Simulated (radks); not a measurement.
Q: The mean radii <r> (bohr) of the occupied orbitals of an atom or ion are listed with their occupations. Calculated with a radial shooting solver on a logarithmic mesh with Libxc functionals: Dirac Kohn-Sham, B86b exchange with PBE correlation, spin-unpolarised, spherical densities, point nucleus.

orbital  occ.      <r>
1s1/2       2  0.01714
2s1/2       2  0.07168
2p1/2       2  0.05906
2p3/2       4  0.06749
3s1/2       2   0.1865
3p1/2       2   0.1768
3p3/2       4   0.1923
3d3/2       4   0.1676
3d5/2       6   0.1723
4s1/2       2   0.4149
4p1/2       2   0.4179
4p3/2       4   0.4517
4d3/2       4   0.4616
4d5/2       6   0.4728
5s1/2       2   0.9495
4f5/2       6   0.5116
4f7/2       8   0.5188
5p1/2       2    1.028
5p3/2       3    1.125
5d3/2       4    1.535
5d5/2       5    1.595
6s1/2       1    2.609
5f5/2       1    17.28

Name the element and its charge. Open shells, if any, fill j = l - 1/2 first.

A: Z = 78, platinum, charge 0: Pt in [Kr] 4d10 4f14 5s2 5p5 5d9 6s1 5f1. The 1s radius gives Z: for a bare nucleus <r> = (2 gamma + 1)/(2Z) with gamma = sqrt(1 - (Z/c)^2), 0.01695 bohr for Z = 78, and screening makes it slightly larger (0.01714 here). The occupations add up to 78, and the charge is Z minus that.
